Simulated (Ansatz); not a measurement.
Molecule: CdI, net charge 1, singlet state. SMILES: [Cd+][I]
Geometry: optimised at B3LYP-D3(BJ)/def2-TZVP (Ansatz, a program for electronic structure).

Quantity: vertical electron affinity (to the doublet state of charge +0; a negative value means that the extra electron is unbound and the number depends on the basis; each state is the SCF solution reached for its spin), in eV. Correlated levels leave the core frozen unless marked. UHF or UKS for open shells. Spin-orbit coupling is left out. The frozen core is the preceding noble-gas configuration, with the filled d and f shells of earlier blocks. In def2 rows, elements after Kr have scalar-relativistic effective core potentials. CBS(X,Y): correlation extrapolated as X^-3; Hartree-Fock from the larger set.

```csv
level,program,vertical electron affinity (eV)
SVWN5/def2-TZVPD,Ansatz,8.36
B3LYP/def2-TZVPD,Ansatz,…
CAM-B3LYP/def2-TZVPD,Ansatz,8.29
wB97M-V/def2-TZVPD,Ansatz,…
CCSD/def2-QZVPPD,Ansatz,…
"CCSD(T)/CBS(def2-TZVPPD,def2-QZVPPD)",Ansatz,8.17
```

Q: Some entries are withheld; supply them.

A: 
- B3LYP/def2-TZVPD, vertical electron affinity (eV): 8.22
- wB97M-V/def2-TZVPD, vertical electron affinity (eV): 8.08
- CCSD/def2-QZVPPD, vertical electron affinity (eV): 8.07
